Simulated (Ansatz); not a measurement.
Ansatz (a first-principles code) input (PBE0/def2-TZVP):

Ansatz 0.2 input:
```yaml
crystal:
  periodic: [false, false, false]
  atoms:
    - {symbol: P, position_ang: [-0.00000000, 0.00000000, 0.00000000]}
    - {symbol: H, position_ang: [0.00762312, -0.00624782, 1.47869591]}
    - {symbol: H, position_ang: [-0.00762312, 0.00624782, -1.47869591]}
    - {symbol: H, position_ang: [1.42511328, 0.00614516, -0.00732092]}
    - {symbol: H, position_ang: [-0.71785160, 1.23111699, 0.00890249]}
    - {symbol: H, position_ang: [-0.70726169, -1.23726215, -0.00158157]}
basis:
  gaussian:
    orbitals: def2-TZVP
hamiltonian:
  xc: {name: PBE0}
relax: {f_tol: 0.003, max_steps: 100}
```

Output:

```
Functional definition: PBE0
integrals: 0.01 GiB planned
502 factors; their error is unknown
mean field: 0.13 GiB planned
mean field evaluation 1: about -9363.7817 eV, gradient 1.1e1 eV
mean field evaluation 2: about -9364.0378 eV, gradient 7.9e0 eV
mean field evaluation 4: about -9364.2156 eV, gradient 1.2e-1 eV
mean field evaluation 8: about -9364.2210 eV, gradient 7.8e-3 eV
mean field -9364.22103875 eV, -344.1287758772 hartree, gradient 1.5e-5 eV, S^2 0.000000; 0 other end points of the search recorded, 0 dependent functions left out
the calculation of the forces begins
reference -9364.22106391 eV, -344.1287768017 hartree; 10, 10 occupied and 57, 57 virtual orbitals, 502 factors
relax step   1: F+E_penalty+E_count = -9364.22103875 eV  Δ(F+E_penalty+E_count) = +0.000e0 eV  max|allowed force component| = 4.282e-2 eV/Å  Δτ_max = 0.0000 Å  (22 SCF iters, accepted)
these checks for a lower state are left out or cut short: starts, cluster_reference, orbital_swaps, neighbouring_geometries, increment
integrals: 0.01 GiB planned
502 factors; their error is unknown
mean field: 0.13 GiB planned
mean field evaluation 16: about -9364.2212 eV, gradient 9.7e-2 eV
mean field -9364.22122530 eV, -344.1287827326 hartree, gradient 1.8e-5 eV, S^2 0.000000; 0 other end points of the search recorded, 0 dependent functions left out
the calculation of the forces begins
reference -9364.22125046 eV, -344.1287836573 hartree; 10, 10 occupied and 57, 57 virtual orbitals, 502 factors
relax step   2: F+E_penalty+E_count = -9364.22122530 eV  Δ(F+E_penalty+E_count) = -1.865e-4 eV  max|allowed force component| = 1.404e-2 eV/Å  Δτ_max = 0.0015 Å  (19 SCF iters, accepted)
these checks for a lower state are left out or cut short: starts, cluster_reference, orbital_swaps, neighbouring_geometries, increment
integrals: 0.01 GiB planned
502 factors; their error is unknown
mean field: 0.13 GiB planned
mean field -9364.22124680 eV, -344.1287835227 hartree, gradient 5.9e-5 eV, S^2 0.000000; 0 other end points of the search recorded, 0 dependent functions left out
the calculation of the forces begins
reference -9364.22127197 eV, -344.1287844477 hartree; 10, 10 occupied and 57, 57 virtual orbitals, 502 factors
relax step   3: F+E_penalty+E_count = -9364.22124680 eV  Δ(F+E_penalty+E_count) = -2.150e-5 eV  max|allowed force component| = 1.600e-4 eV/Å  Δτ_max = 0.0007 Å  (17 SCF iters, accepted)
integrals: 0.01 GiB planned
502 factors; their error is unknown
mean field: 0.13 GiB planned
mean field evaluation 32: about -9364.2158 eV, gradient 1.2e-1 eV
mean field -9364.22124680 eV, -344.1287835227 hartree, gradient 5.9e-5 eV, S^2 0.000000; 1 other end points of the search recorded, 0 dependent functions left out
the calculation of the forces begins
reference -9364.22127197 eV, -344.1287844477 hartree; 10, 10 occupied and 57, 57 virtual orbitals, 502 factors
Total energy: -9364.22127197 eV, -344.1287844477 hartree
Atom 0 at    -0.000000    -0.000000     0.000000 Å, force    -0.000000    -0.000000     0.000000 eV/Å
Atom 1 at     0.007633    -0.006257     1.480806 Å, force    -0.000002     0.000001    -0.000159 eV/Å
Atom 2 at    -0.007635     0.006257    -1.480806 Å, force    -0.000000    -0.000001     0.000159 eV/Å
Atom 3 at     1.427149     0.006154    -0.007331 Å, force     0.000160     0.000001    -0.000001 eV/Å
Atom 4 at    -0.718876     1.232877     0.008915 Å, force    -0.000079     0.000139     0.000001 eV/Å
Atom 5 at    -0.708271    -1.239031    -0.001584 Å, force    -0.000078    -0.000140    -0.000000 eV/Å
Dipole moment:     0.000001     0.000000    -0.000000 e Å
```
